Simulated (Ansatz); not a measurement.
Molecule: C$_{4}$H$_{7}$NSi, net charge 0, singlet state. 
Structure (B3LYP-D3(BJ)/def2-TZVP (Ansatz, a first-principles code) minimum search):
SMILES: c1[nH]c([SiH3])cc1
```xyz
13

Si     2.0554     0.0451     0.0109
C      0.2088    -0.0378     0.0271
C     -0.6119    -0.9965     0.5999
C     -1.9600    -0.6384     0.3549
C     -1.9425     0.5341    -0.3641
N     -0.6371     0.8866    -0.5558
H      2.5536     1.2848     0.6593
H      2.5917     0.0375    -1.3739
H      2.5657    -1.1336     0.7436
H     -0.2663    -1.8637     1.1383
H     -2.8409    -1.1739     0.6669
H     -2.7476     1.1366    -0.7488
H     -0.3379     1.7063    -1.0531
```

Dipole moments at this geometry, in debye (magnitudes).

```tsv
level	program	dipole (D)
PBE/def2-TZVPD	Ansatz	1.62
BLYP/def2-TZVPD	Ansatz	1.60
revPBE/def2-TZVPD	Ansatz	1.62
r2SCAN/def2-TZVPD	Ansatz	1.64
BHLYP/def2-TZVPD	Ansatz	1.59
r2SCAN0/def2-TZVPD	Ansatz	1.63
HSE06/def2-TZVPD	Ansatz	1.62
LC-wPBE/def2-TZVPD	Ansatz	1.63
CCSD(T)/aug-cc-pV(D+d)Z	Ansatz	?
```

Q: Complete the blanks.

A: 
- CCSD(T)/aug-cc-pV(D+d)Z, dipole (D): 1.61
